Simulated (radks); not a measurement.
Values are calculated unless marked as measured or tabulated.
Q: Species: the tin ion Sn+. Configuration: [Kr] 4d10 5s2 5p1 (the NIST ground configuration). Level of theory: non-relativistic Kohn-Sham, Slater X-alpha with alpha = 0.62, spin-polarised, spherical densities, point nucleus; open shells are filled with parallel spins first (spin-orbit coupling, left out, can overturn this in heavy ions); relativity is left out, which matters for an element this heavy (a radial shooting solver on a logarithmic mesh with Libxc functionals). Some entries of the table are withheld. Estimate them.

| orbital | occ. | eigenvalue (Ry) | <r^2> (bohr^2) |
|---|---|---|---|
| 1s up | 1 | -2051.703 | 0.001241 |
| 1s down | 1 | -2051.702 | 0.001241 |
| 2s up | 1 | -302.7874 | 0.02035 |
| 2s down | 1 | -302.7871 | 0.02035 |
| 2p up | 3 | -283.3201 | 0.01532 |
| 2p down | 3 | -283.3192 | 0.01532 |
| 3s up | 1 | -58.42951 | 0.1428 |
| 3s down | 1 | -58.42841 | 0.1428 |
| 3p up | 3 | -50.40736 | 0.1376 |
| 3p down | 3 | -50.40617 | 0.1376 |
| 3d up | 5 | -35.48724 | 0.1181 |
| 3d down | 5 | -35.48622 | 0.1181 |
| 4s up | 1 | -9.45303 | 0.8201 |
| 4s down | 1 | -9.45056 | 0.8196 |
| 4p up | 3 | -6.79024 | 0.9307 |
| 4p down | 3 | -6.78708 | 0.9295 |
| 4d up | 5 | -2.39888 | (1) |
| 4d down | 5 | -2.39016 | (2) |
| 5s up | 1 | -1.17503 | 6.707 |
| 5s down | 1 | -1.11050 | 6.595 |
| 5p up | 1 | -0.70066 | 10.25 |
| 5p down | 0 | -0.62774 | 10.30 |

A: 
(1) 4d up <r^2> (bohr^2): 1.440
(2) 4d down <r^2> (bohr^2): 1.425
